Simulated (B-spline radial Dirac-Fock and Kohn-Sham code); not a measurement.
# Elastic electron scattering at 1.5 keV, Zr to Xe

Calculated with a radial atomic solver, using relativistic (Dirac) partial waves in the static field of the Dirac-Fock atom with Furness-McCarthy exchange, without polarisation or absorption potentials. σ_tr1 and σ_tr2 weight the cross section with 1 − P₁ and 1 − P₂ of cos θ; "backward" is the share scattered beyond 90°.

```tsv
Z	element	σ (a₀²)	σ_tr1 (a₀²)	σ_tr2 (a₀²)	backward (%)	dσ/dΩ at 90° (a₀²/sr)
40	Zr	8.33	0.977	1.14	4.5	0.0387
41	Nb	7.60	1.00	1.16	5.0	0.0395
42	Mo	7.43	1.03	1.18	5.3	0.0405
43	Tc	7.83	1.06	1.20	5.1	0.0417
44	Ru	7.04	1.08	1.21	5.8	0.0430
45	Rh	6.83	1.11	1.23	6.2	0.0446
46	Pd	6.07	1.13	1.23	7.1	0.0465
47	Ag	6.43	1.16	1.25	6.9	0.0484
48	Cd	6.74	1.19	1.27	6.7	0.0506
48	Cd	6.74	1.19	1.27	6.7	0.0506
49	In	7.37	1.21	1.30	6.3	0.0529
50	Sn	7.78	1.24	1.32	6.1	0.0553
50	Sn	7.78	1.24	1.32	6.1	0.0553
51	Sb	8.04	1.27	1.35	6.0	0.0577
52	Te	8.21	1.30	1.37	6.0	0.0602
53	I	8.30	1.32	1.40	6.1	0.0628
54	Xe	8.32	1.35	1.42	6.3	0.0652
```
